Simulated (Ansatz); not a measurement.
A cut through the energy surface

GaClF (SMILES [F][Ga][Cl]), doublet, at its PBE0-D4/def2-TZVP minimum:

```
3
angstrom
F -1.4211 0.2959 -0.7548
Ga 0.0664 0.6496 0.1122
Cl 1.3439 -1.0103 0.6293
```

The bond length Ga2–Cl3 (2.157 Å at the minimum) is set to the values below, the two halves moving rigidly along the bond. Each method's energies count from its own value at the PBE0-D4 minimum structure. Ansatz 0.2.0; basis: def2-TZVPP; cores frozen in the correlated methods; orbitals are unrestricted. Filled d shells of the heavier atoms are correlated. The def2 sets are not built for correlating such inner shells, so the correlated values are less sure here.

CCSD(T) energies along the scan:
| bond length (Å) | CCSD(T) (eV) |
| --- | --- |
| 1.855 | 1.065 |
| 1.919 | 0.592 |
| 2.012 | 0.187 |
| 2.121 | 0.009 |
| 2.241 | 0.047 |
| 2.371 | 0.248 |
| 2.509 | 0.550 |
| 2.653 | 0.894 |
| 2.805 | 1.236 |
They count from the CCSD(T) energy at the PBE0-D4 minimum.

Minimum and curvature along this coordinate at CCSD(T): A fifth-order fit through the nearest points gives 2.155 Å, with a curvature of about 15 eV/Å².

Task: Treat the two halves as rigid bodies and work out the harmonic wavenumber of this stretch from that curvature (ν̃ = 521.5 √(k/μ) cm⁻¹ with k in eV/Å² and μ in u).

Result: The halves weigh 88.72 and 35.45 u, so μ = 88.72 × 35.45/124.17 = 25.329 u and ν̃ = 521.5 √(15/25.329) ≈ 400 cm⁻¹. A true normal mode mixes in other motions, so this is a guide only.

Largest difference from the CCSD(T) curve over the scan: PBE-D4 0.340; r2SCAN-D4 0.119; PBE0-D4 0.138; wB97M-V 0.095 eV. Each curve counts from its own value at the minimum.

No T1 diagnostic of these runs exceeds 0.021. ⟨S²⟩ of the unrestricted Hartree–Fock references: 0.75 to 0.84 (a pure state has 0.75). The unrestricted reference is spin-contaminated, which hurts MP2 most.

For scale, one of the runs: CCSD(T)/def2-TZVPP, 121 basis functions (an equivalent command: `ansatz run in.yaml --threads 4`). Time: 10 s of wall clock on 4 CPU threads; the host was shared. Peak host memory: 0.83 GiB.
